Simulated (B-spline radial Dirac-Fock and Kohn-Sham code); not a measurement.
# X-ray form factors of palladium in several charge states

The computed values come from a radial B-spline solver: Dirac-Fock orbitals of the configuration average with a finite nucleus.

Configurations: Pd [Kr] 4d10; Pd⁺ [Kr] 4d9; Pd²⁺ [Kr] 4d8; Pd⁵⁺ [Kr] 4d5. The first column is f₀ of Pd, the others are differences from it.

```
s (Å⁻¹)      Pd   Δ Pd⁺  Δ Pd²⁺  Δ Pd⁵⁺
      0  46.000  -1.000  -2.000  -5.000
   0.05  45.232  -0.868  -1.776  -4.600
    0.1  43.173  -0.568  -1.250  -3.600
   0.15  40.359  -0.276  -0.693  -2.412
    0.2  37.289  -0.082  -0.277  -1.363
   0.25  34.289  +0.016  -0.033  -0.590
    0.3  31.530  +0.052  +0.080  -0.101
   0.35  29.086  +0.056  +0.114  +0.162
    0.4  26.970  +0.047  +0.108  +0.268
   0.45  25.162  +0.034  +0.085  +0.278
    0.5  23.626  +0.022  +0.059  +0.238
    0.6  21.187  +0.004  +0.017  +0.114
    0.7  19.306  -0.004  -0.006  +0.015
    0.8  17.721  -0.006  -0.014  -0.037
    0.9  16.276  -0.005  -0.014  -0.053
      1  14.904  -0.003  -0.010  -0.048
    1.1  13.591  -0.002  -0.006  -0.036
    1.2  12.353   0.000  -0.002  -0.024
    1.4  10.184  +0.001  +0.001  -0.007
    1.6   8.502  +0.001  +0.001  -0.002
```
